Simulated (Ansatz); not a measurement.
`[CH3][Mo]([CH3])(=[O])=[O]` + H–F → `[CH3][Mo](=[O])(=[O])[F]` + CH₄ at 298.15 K and 1 bar (ligand exchange at a Mo–C bond).

Gas-phase electronic energies from Ansatz, PBE0-D4/def2-TZVP geometries. CCSD(T)/CBS adds triple-zeta CCSD(T) − MP2 to the extrapolated MP2 energy (def2 sets, frozen cores). This one scheme is used for every species. Elements past krypton have def2 core potentials. For Mo outer-core shells are correlated without core-valence functions, which leaves a few kJ/mol of doubt a bond.

```
                     species  CCSD(T)/CBS energy (Eh)  H − E (kJ/mol)  S (J/(mol·K))
`[CH3][Mo]([CH3])(=[O])=[O]`               -298.26950           225.2          363.3
                         H–F               -100.39570            33.5          173.6
  `[CH3][Mo](=[O])(=[O])[F]`               -358.25710           136.3          341.3
                         CH₄                -40.46206           127.4          186.2
```

H − E and S are ideal-gas, rigid-rotor, harmonic terms from PBE0-D4/def2-TZVP. 1 Eh = 2625.50 kJ/mol, R = 8.31446 J/(mol·K).

Question: By hand: ΔE, ΔH, ΔS and ΔG.

Answer: ΔE = (-358.25710) + (-40.46206) − (-298.26950) − (-100.39570) = -0.05396 Eh = -141.7 kJ/mol. Δ(H − E) = 136.3 + 127.4 − 225.2 − 33.5 = 5.0, so ΔH = -136.7 kJ/mol. ΔS = 341.3 + 186.2 − 363.3 − 173.6 = -9.4 J/(mol·K). ΔG = -136.7 − 298.15 × (-9.4)/1000 = -133.9 kJ/mol.

Question: By hand: the equilibrium constant, and the temperature at which ΔG would vanish if ΔH and ΔS stayed fixed.

Answer: log₁₀ K = −ΔG/(RT ln 10) = 23.5. ΔG = 0 at ΔH/ΔS = 14543 K, far beyond where these terms or the molecules hold.

The number of gas molecules stays the same, so ΔS is small and ΔH decides. A doubt of 5 kJ/mol in ΔE shifts log₁₀ K by 0.9 here. These are equilibria of isolated gas molecules and say nothing of rates. Largest T1 diagnostic: 0.025 (customary marks: 0.02 for closed shells, 0.045 for open ones).
